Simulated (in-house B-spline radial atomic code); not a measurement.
**TDHF excitations of neutral magnesium**

Method: TDHF. Computed with an all-electron radial atomic-structure program (B-spline basis): linear response of the closed shell [Ne] 3s2 with bare exchange (time-dependent Hartree-Fock); non-relativistic, point nucleus, no spin-orbit coupling, no double excitations, S, P, D and F terms only.

Command:
```bash
python run_td.py task.json out
```
Settings (radii: box in bohr, nucleus in fm):
```
Z                        12
electrons                12
configuration            [Ne] 3s2
hamiltonian              nr
method                   hf
box_radius               2.5
wall_radius              2.5
intervals                42
```

Time taken, with all properties: 0.2 s on 1 thread of Arm Neoverse N1, with other jobs on the host.

Confined states, up to the first strongly mixed one, which can leave gaps near the end. Labels give the largest channel, * marks a mixed state, and oscillator strengths are full-response dipole values. Energies in eV:

```tsv
state	full response	Tamm-Dancoff	oscillator strength
3s → 3p 3P	6.178	7.241	-
3s → 3p 1P	13.330	13.992	0.952
3s → 3d 3D	14.646	14.827	-
3s → 3d 1D	17.878	17.984	-
3s → 4f 3F	56.11	56.13	-
3s → 4f 1F	?	?	-
2p → 3p 3S	72.08	72.37	-
2p → 3p 3D	74.58	74.84	-
2p → 3p 1D	?	?	-
2p → 3d 3P	83.21	83.24	-
```

Task: Where does 3s → 4f 1F lie?

Result: At 58.30 eV in full response, 58.32 eV in Tamm-Dancoff.

Task: Where does 2p → 3p 1D lie?

Result: At 76.62 eV in full response, 76.71 eV in Tamm-Dancoff.

Task: How large is the singlet-triplet splitting of 3s → 3p (P terms) in Tamm-Dancoff?

Result: 6.75 eV, from the unrounded values.

Task: What polarisabilities and dispersion coefficient does the method give?

Result: Dipole 4.449 bohr³, quadrupole 6.874 bohr⁵, C6 8.912 hartree·bohr⁶ for two such species.
